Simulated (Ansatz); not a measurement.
The cluster Mg₂N₂, relaxed as a singlet with RKS r2SCAN-D4/def2-TZVP in Ansatz, starting from the GFN1-xTB geometry. Force threshold 0.02 eV/Å.

The structure comes from a short search, and lower isomers may exist.

Start:

```xyz
4

Mg    0.0804    0.1614   -2.4924
Mg   -0.2171   -1.4659    2.0151
N     0.4471    0.4780    0.6064
N    -0.3105    0.8265   -0.1291
```

(1) Estimate the energy that the relaxation releases and the steps that it takes.

(2) Does the start keep its bonding and symmetry?

(3) Predict the relaxed structure.

## Answers

(1) 19.0 kcal/mol, in 41 steps; 34 s on 4 threads of Arm Neoverse V2 on a shared host. The force fell under the threshold at step 14, but the optimiser went on and released 0.134 eV more. No frequencies were taken in this run, so the end may be a saddle point.

(2) Bonds lost: Mg1–N4, Mg2–N3 (atoms count from 1). The end holds 2 separate pieces. Point group C2 at the start, C2 at the end, both within 0.05 Å.

(3) 
```xyz
4

Mg   -0.151   -1.246   -2.338
Mg   -0.237   -2.455    0.978
N     0.410    1.657    1.144
N    -0.023    2.044    0.216
```
Bond lengths (bridged metal pairs left out): 1 × N–N 1.09 Å.
